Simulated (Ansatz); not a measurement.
`[F][GeH]1[CH2][InH]1` at its PBE0-D4/def2-TZVP geometry, where that method's forces vanish. Total charge 0; spin multiplicity 1. In: def2 effective core potential.

```tsv
atom	x (Å)	y (Å)	z (Å)
F1	-2.400	0.456	0.930
Ge2	-1.132	-0.399	0.071
C3	0.356	0.723	-0.546
In4	1.274	-0.842	0.750
H5	-1.847	-1.223	-1.023
H6	0.452	1.629	0.065
H7	0.499	0.969	-1.597
H8	2.797	-1.315	1.350
```

Question: For each bond, give half the difference of the two atoms' forces along it (eV/Å; positive pushes the atoms apart) under PBE-D4, r2SCAN-D4, B3LYP-D4, ωB97M-V in def2-TZVPP. (Estimate.)

Answer: Ansatz gave: 
| bond | length (Å) | PBE-D4 | r2SCAN-D4 | B3LYP-D4 | ωB97M-V |
| --- | --- | --- | --- | --- | --- |
| F1–Ge2 | 1.754 | 0.51 | 0.06 | 0.24 | 0.14 |
| Ge2–C3 | 1.963 | 0.06 | 0.04 | 0.22 | -0.02 |
| Ge2–In4 | 2.539 | -0.02 | 0.00 | 0.15 | -0.10 |
| Ge2–H5 | 1.544 | 0.02 | -0.03 | -0.10 | -0.11 |
| C3–In4 | 2.229 | 0.16 | 0.08 | 0.30 | -0.04 |
| C3–H6 | 1.097 | 0.10 | -0.01 | -0.13 | -0.04 |
| C3–H7 | 1.089 | 0.04 | -0.04 | -0.17 | -0.06 |
| In4–H8 | 1.704 | 0.01 | -0.03 | -0.08 | -0.04 |

B3LYP here is the variant with VWN-RPA as its local correlation; programs differ in this.
